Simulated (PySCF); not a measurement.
**SiBi and its ions**

r²SCAN; Si def2-SVPD, Bi def2-SVPD with ECP60; scalar-relativistic core potentials (PySCF 2.14). Neutral (UKS): doublet (π ↑), Re = 2.478 Å, ωe = 373 cm⁻¹, De = 2.48 eV, HOMO -5.28 eV, LUMO -4.74 eV.

SiBi⁺ (UKS): triplet (π ↑↑), Re = 2.630 Å, ωe = 317 cm⁻¹. The energies at the minima are -504.05040 hartree for SiBi and -503.76538 for SiBi⁺.

(1) Work out the adiabatic ionisation energy, without and with harmonic zero-point energies (1 hartree = 27.2114 eV, 1 eV = 8065.5 cm⁻¹), and the change of the bond length.

Spin–orbit coupling is left out, which matters for elements this heavy, above all for dissociation energies. States were picked by a PBE0 search and need not be the measured ground states.

Results:

(1) At r²SCAN: 0.28502 hartree = 7.756 eV between the minima; the zero-point term (317.0 − 373.0)/2 cm⁻¹ = -0.003 eV makes it 7.752 eV. Re changes by +15.2 pm against the neutral. The electron leaves a π orbital, and the longer bond of the ion fits a bonding orbital, or a change in how ionic the bond is.
